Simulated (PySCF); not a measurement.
## Si (silicon, neutral) across methods

[Ne] 3s2 3p2, high-spin 3P determinant. All numbers are calculated (PySCF 2.14, no relativity, point nucleus, in def2-TZVPPD (6s5p4d1f, 48 functions)).

```
method  E (hartree)  mean ε 3s α (eV)  mean ε 3s β (eV)  mean ε 3p α (eV)  Σ⟨r²⟩ (bohr²)   ⟨S²⟩
   LDA    -288.2076           -11.262            -9.838            -4.544          31.81  2.002
 B3LYP    -289.3922           -12.375           -10.625            -5.259          31.65  2.004
r2SCAN    -289.3411           -11.654            -9.739            -4.899          31.60  2.010
 M06-L    -289.3552           -11.569            -9.698            -4.578          31.23  2.005
   M06    -289.3524           -12.470           -10.667            -5.132          31.39  2.002
   UHF   -288.85092           -16.863           -12.582            -8.195          32.08  2.016
M06-2X    -289.3494           -13.873           -11.780            -6.241          31.66  2.003
   PBE    -289.2230           -11.179            -9.651            -4.567          31.62  2.004
```

Q: Estimate the same row for PBE0.

A: E (hartree) = -289.2496; mean ε 3s α (eV) = -12.767; mean ε 3s β (eV) = -10.679; mean ε 3p α (eV) = -5.607; Σ⟨r²⟩ (bohr²) = 31.54; ⟨S²⟩ = 2.006.
